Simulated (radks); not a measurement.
Q: Species: Eu XIII. Configuration: [Kr] 4d10 4f3 5s2. Calculated with a radial shooting solver on a logarithmic mesh with Libxc functionals: non-relativistic Kohn-Sham, TPSS, spin-polarised, spherical densities, point nucleus; open shells are filled with parallel spins first (spin-orbit coupling, left out, can overturn this in heavy ions); meta-GGA in the generalised Kohn-Sham scheme; relativity is left out, which matters for an element this heavy. Some entries of the table are withheld. Estimate them.

orbital,occ.,eigenvalue (eV),<r> (bohr),<1/r> (bohr^-1)
1s down,1,-45814.50,0.02408,62.48
1s up,1,-45814.49,0.02408,62.48
2s up,1,-7459.397,0.1026,14.51
2s down,1,-7459.381,0.1026,14.51
2p up,3,-7098.539,0.08707,14.53
2p down,3,-7098.531,0.08707,14.53
3s up,1,-1819.338,0.2652,5.463
3s down,1,-1817.742,0.2650,5.467
3p up,3,-1659.626,0.2551,5.397
3p down,3,-1658.111,0.2549,5.401
3d up,5,-1363.116,0.2269,5.289
3d down,5,-1361.918,0.2267,5.293
4s up,1,-534.6272,0.5903,2.362
4s down,1,-531.2746,0.5906,2.360
4p up,3,-471.8447,0.6020,2.275
4p down,3,-468.4429,0.6024,2.273
4d up,5,-360.1243,0.6273,2.097
4d down,5,-356.6442,0.6281,2.094
4f up,3,-222.2053,0.6824,(1)
5s up,1,-219.2936,1.212,1.110
4f down,0,-218.6416,0.6862,(2)
5s down,1,-217.5240,1.218,1.101

A: 
(1) 4f up <1/r> (bohr^-1): 1.769
(2) 4f down <1/r> (bohr^-1): 1.762
